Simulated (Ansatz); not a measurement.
FIn, charge -1, doublet, geometry from GFN2-xTB (such geometries of metal compounds can be far from the true shape) (a state made from the parent by changing its charge; the spin is typed, not shown lowest) (all electrons, no relativity) (a gas-phase anion, which may not be bound at this level); CASSCF(5,4)/STO-3G (Ansatz, a quantum-chemistry and plane-wave program).

Input for Ansatz:
Ansatz 0.2 input:
```yaml
crystal:
  periodic: [false, false, false]
  atoms:
    - {symbol: In, position_ang: [-0.00000000, -0.00000000, -0.35901415]}
    - {symbol: F, position_ang: [0.00000000, 0.00000000, 1.95463257]}
basis:
  gaussian:
    orbitals: STO-3G
hamiltonian:
  xc: hf
total_charge: -1
correlation: {active_space: {window: {electrons: 5, orbitals: 4}}}
magnetization: {spin_polarized: false, initial_magnetization: 1}
```

Output, abridged:

```
Functional definition: HF
429 factors; integrals over basis functions are off by at most 2.8e-5 eV
mean field evaluation 1: about -157298.1900 eV, gradient 2.8e0 eV
mean field evaluation 2: about -157298.2140 eV, gradient 2.8e0 eV
mean field evaluation 4: about -157298.3669 eV, gradient 5.1e-1 eV
mean field evaluation 8: about -157298.3704 eV, gradient 4.3e-6 eV
mean field evaluation 16: about -157293.6905 eV, gradient 1.2e-1 eV
mean field evaluation 32: about -157298.3705 eV, gradient 3.3e-2 eV
mean field -157298.37040948 eV, -5780.6084918835 hartree, gradient 2.0e-6 eV, S^2 0.750000; 6 other end points of the search recorded, 0 dependent functions left out
reference -157298.37040948 eV, -5780.6084918835 hartree; 30, 29 occupied and 2, 3 virtual orbitals, 429 factors
state -157299.20875318 eV, -5780.6393004460 hartree
2 active orbitals were swapped for others, from the solution at -157299.20492035 eV, -5780.6391595923 hartree to that at -157299.20875318 eV, -5780.6393004460 hartree; typed "places" are swapped only where nearly empty or full, and so, without "given_window_search", are "orbital_numbers", "shells" and a window whose orbitals a file names under [Active]
Total energy: -157299.20875318 eV, -5780.6393004460 hartree
```
